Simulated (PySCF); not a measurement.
C3H9NSi2, SMILES N#CCC[SiH2][SiH3]. Geometry: B3LYP-D3(BJ)/def2-SVP. The structure was generated by enumeration, and PubChem lists no compound with its InChIKey, so it may never have been made. Other conformers were not sampled.

Q: Give the equilibrium geometry at B3LYP-D3(BJ)/def2-SVP (PySCF confirms it by a frequency run) as bond lengths and angles. (The exact figures need the calculation; the answer reports its results.)

A: Several could match; the one computed here: 
Atoms: N1 C2 C3 C4 Si5 Si6 H7 H8 H9 H10 H11 H12 H13 H14 H15. Bonds (Å): N1–C2 1.158, C2–C3 1.465, C3–C4 1.542, C3–H7 1.103, C3–H8 1.103, C4–Si5 1.910, C4–H9 1.103, C4–H10 1.102, Si5–Si6 2.353, Si5–H11 1.491, Si5–H12 1.494, Si6–H13 1.495, Si6–H14 1.493, Si6–H15 1.492. Bond angles (°): N1–C2–C3 178.3, C2–C3–C4 113.2, C2–C3–H7 107.6, C2–C3–H8 108.0, C4–C3–H7 110.6, C4–C3–H8 110.8, H7–C3–H8 106.2, C3–C4–Si5 115.7, C3–C4–H9 109.8, C3–C4–H10 108.3, Si5–C4–H9 108.2, Si5–C4–H10 107.9, H9–C4–H10 106.5, C4–Si5–Si6 110.0, C4–Si5–H11 110.3, C4–Si5–H12 108.0, Si6–Si5–H11 109.8, Si6–Si5–H12 110.0, H11–Si5–H12 108.6, Si5–Si6–H13 109.7, Si5–Si6–H14 110.1, Si5–Si6–H15 111.1, H13–Si6–H14 108.1, H13–Si6–H15 108.8, H14–Si6–H15 108.9.
Charge 0, spin multiplicity 1.
